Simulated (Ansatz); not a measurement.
`O=C=[N][Zr]([F])([F])[F]` and `C#[C][Zr]([F])([F])[F]` differ in one atom or group.

Ansatz, PBE0-D4/def2-TZVP geometries, multiplicity 1. Each molecule was computed in one conformer, which needn't be the lowest.

Elements past krypton have def2 core potentials.

```
                                                                                  property  `O=C=[N][Zr]([F])([F])[F]`
                                        size of the dipole moment (ωB97M-V/def2-TZVPP) / D                        0.51
ideal-gas entropy at 298 K and 1 bar (rigid rotor, harmonic PBE0-D4/def2-TZVP) / J/(mol·K)                         390
                                            size of the dipole moment (PBE/def2-TZVPP) / D                        0.42
                                                     HOMO energy (ωB97M-V/def2-TZVPP) / eV                      -11.58
                                                       HOMO energy (B3LYP/def2-TZVPP) / eV                       -9.12
                                                     HOMO–LUMO gap (B3LYP/def2-TZVPP) / eV                        7.10
```

Q: Give the same properties after the change, and the shifts. (Best estimate.)

A: Ansatz gave: 
```
                                                                                  property  `C#[C][Zr]([F])([F])[F]`  shift
                                        size of the dipole moment (ωB97M-V/def2-TZVPP) / D                      1.33   0.82
ideal-gas entropy at 298 K and 1 bar (rigid rotor, harmonic PBE0-D4/def2-TZVP) / J/(mol·K)                       370    -20
                                            size of the dipole moment (PBE/def2-TZVPP) / D                      1.36   0.94
                                                     HOMO energy (ωB97M-V/def2-TZVPP) / eV                    -10.93   0.65
                                                       HOMO energy (B3LYP/def2-TZVPP) / eV                     -8.46   0.66
                                                     HOMO–LUMO gap (B3LYP/def2-TZVPP) / eV                      6.18  -0.92
```

With PBE0 the HOMO rises by 0.66 eV and the LUMO falls by 0.28 eV, so the gap narrows by about 0.94 eV. PBE moves the HOMO by 0.45 eV and ωB97M-V by 0.65 eV. Dipoles are sizes alone; their direction can turn. Modes under 60 cm⁻¹, often nearly free rotors, make the harmonic entropy too high.

B3LYP here is the variant with VWN-RPA as its local correlation; programs differ in this.
